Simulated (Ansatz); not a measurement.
Mulliken charges of CH6N2Si, SMILES `N=C(N)[SiH3]` from B3LYP/def2-TZVPP in Ansatz (PBE0-D4/def2-TZVP geometry).

```
atom   x (Å)   y (Å)   z (Å)  charge (e)
  N1  -1.345   1.015   0.069      -0.327
  C2  -0.218   0.437  -0.088       0.078
  N3   0.898   0.955  -0.688      -0.276
 Si4  -0.171  -1.364   0.508       0.320
  H5  -1.349   1.974  -0.287       0.100
  H6   0.929   1.938  -0.909       0.140
  H7   1.783   0.495  -0.572       0.162
  H8  -0.968  -2.207  -0.415      -0.055
  H9   1.238  -1.853   0.503      -0.090
 H10  -0.714  -1.440   1.883      -0.052
```

Problem. By hand: the dipole of these point charges (1 e Å = 4.8032 D).

Solution. Σ q r = (0.383, -0.086, -0.046) e Å, of length 0.395 e Å = 1.90 D.

Problem. How does the dipole of the full density compare? (An estimate is asked.)

Solution. Ansatz gave: (0.620, 0.216, -0.173) e Å, 3.26 D; the point charges give 0.58 times that, at 32° from its direction.

Point charges leave out the atoms' own dipoles, such as those of lone pairs, and Mulliken's split depends on the basis, so the two needn't agree.

B3LYP here is the variant with VWN-RPA as its local correlation; programs differ in this.
